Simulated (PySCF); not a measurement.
Dipole moment and polarisability of `Cc1cc(F)cc(Cl)n1`

C₆H₅ClFN.
Cartesian coordinates in Å at the GFN2-xTB level; atoms count from 1:
```xyz
14
C6H5ClFN angstrom
C     -2.1978   -0.4419   -0.0943
C     -0.7269   -0.1977   -0.0239
C     -0.1951    1.0805   -0.1782
C      1.1790    1.2169   -0.1000
F      1.7336    2.4304   -0.2430
C      1.9982    0.1233    0.1239
C      1.3482   -1.0959    0.2616
Cl     2.2656   -2.5193    0.5426
N      0.0447   -1.2542    0.1918
H     -2.7119    0.1313    0.6748
H     -2.3961   -1.4989    0.0504
H     -2.5851   -0.1302   -1.0624
H     -0.8258    1.9366   -0.3519
H      3.0684    0.2186    0.1864
```

Level: PBE0/def2-SVPD (PySCF), static field, nuclei fixed, core orbitals frozen in the response. The polarisability tensor in these axes (au):

```
x   109.78  -8.88   5.25
y    -8.88 104.36  -7.99
z     5.25  -7.99  57.27
```

Diagonalise the tensor; give its mean and Δα, where Δα² is half the sum of the squared differences of the eigenvalues.

Principal values 55.69, 98.03 and 117.70 au; mean 90.47 au = 13.41 Å³ = 14.92 × 10⁻⁴⁰ C²·m²/J; Δα = 54.89 au (61 % of the mean).

What is the dipole moment, and where does it point?

(-1.33, 1.61, -0.34) D, 2.12 D in size, pointing from the negative to the positive side. Measured along this direction, the outermost atoms are Cl8 at the negative end and H13 at the positive end.

Give the eigenvalues of the traceless quadrupole moment Θ = ½Σq(3rr − r²1), origin at the centre of nuclear charge.

-8.96, -1.35, 10.31 D·Å. The values depend on the origin, since the dipole doesn't vanish. The electronic extent ⟨r²⟩ about the same centre is 1476 bohr², a root-mean-square distance of 2.36 Å for the 74 electrons.

In TDDFT the mean static polarisability is Σ f/ω² over all singlet excitations (ω in hartree). How much of it do the 6 lowest give? Their energies (eV) and oscillator strengths: 5.34, 0.0001; 5.44, 0.0336; 5.49, 0.0025; 5.90, 0.1341; 6.77, 0.0000; 6.80, 0.3834.

They add up to 9.90 au, 10.9 % of the 90.47 au; the largest single term is 6.14 au, from the state at 6.80 eV. Terms in order: 0.00, 0.84, 0.06, 2.85, 0.00, 6.14 au. Higher excitations give the rest. The strengths listed sum to 0.554.

What would n − 1 = 2πNα be for an ideal gas of these molecules at 400 K and 1 atm, electronic part alone?

N = p/kT = 1.8347 × 10¹⁹ cm⁻³, so n − 1 = 2π × N × 13.41 × 10⁻²⁴ cm³ = 1546 × 10⁻⁶ at long wavelengths.

Geometry: GFN2-xTB; no solvent, vibrations or thermal averaging.

These values come from a run that also computed excited states. Time: 68 s wall; peak memory 0.92 GiB. Hardware: one thread of an Arm Neoverse N1, shared host.
